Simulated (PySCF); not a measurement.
Correlation energy of Kr (krypton, neutral)

[Kr], closed-shell 1S. Calculation: PySCF 2.14, in aug-cc-pVDZ-PP with ECP10MDF (5s4p3d, 32 functions); scalar relativity through the core potential. Frozen: 3s2 3p6 3d10; 8 electrons correlated.

MP2 pair energies summed by pair of shells (mhartree):

```tsv
pair	energy	share (%)
4p-4p	-102.68	81.1
4s-4p	-18.82	14.9
4s-4s	-5.15	4.1
```

Total MP2 correlation energy: -126.64 mhartree.

Same-spin part -35.01 and opposite-spin part -91.63 mhartree; SCS-MP2 scales them by 1/3 and 6/5 to -121.63 mhartree.

| level | correlation energy (mhartree) |
| --- | --- |
| CCSD | -136.97 |
| (T) | -2.01 |
| CCSD(T) | -138.98 |

Diagnostics: T1 = 0.0046, D1 = 0.0071, largest double amplitude 0.036.

Cost of the coupled-cluster step: 0.11 s of wall time on 1 thread of Neoverse-N1 (shared host), for 8 correlated electrons.

Iterations:

```
CC2 = 0
CCSD nocc = 4, nmo = 23
frozen orbitals [0, 1, 2, 3, 4, 5, 6, 7, 8]
max_cycle = 100
direct = 0
conv_tol = 1e-08
conv_tol_normt = 1e-06
diis_space = 8
diis_start_cycle = 0
Init t2, MP2 energy = -462.306949375603  E_corr(MP2) -0.126639776461948
Init E_corr(CCSD) = -0.126639776462366
cycle = 1  E_corr(CCSD) = -0.13524186417201  dE = -0.00860208771  norm(t1,t2) = 0.0195754
cycle = 2  E_corr(CCSD) = -0.136539121812215  dE = -0.00129725764  norm(t1,t2) = 0.00505632
cycle = 3  E_corr(CCSD) = -0.136962016158817  dE = -0.000422894347  norm(t1,t2) = 0.0016921
cycle = 4  E_corr(CCSD) = -0.136971707966201  dE = -9.69180738e-06  norm(t1,t2) = 0.000154864
cycle = 5  E_corr(CCSD) = -0.136967018094223  dE = 4.68987198e-06  norm(t1,t2) = 4.88811e-05
cycle = 6  E_corr(CCSD) = -0.136966861410628  dE = 1.56683595e-07  norm(t1,t2) = 6.71016e-06
cycle = 7  E_corr(CCSD) = -0.136966901709071  dE = -4.02984425e-08  norm(t1,t2) = 1.46159e-06
cycle = 8  E_corr(CCSD) = -0.136966894668106  dE = 7.04096492e-09  norm(t1,t2) = 2.4174e-07
CCSD converged
E(CCSD) = -462.3172764938092  E_corr = -0.1369668946681056
CCSD(T) correction = -0.00201397007826533
```
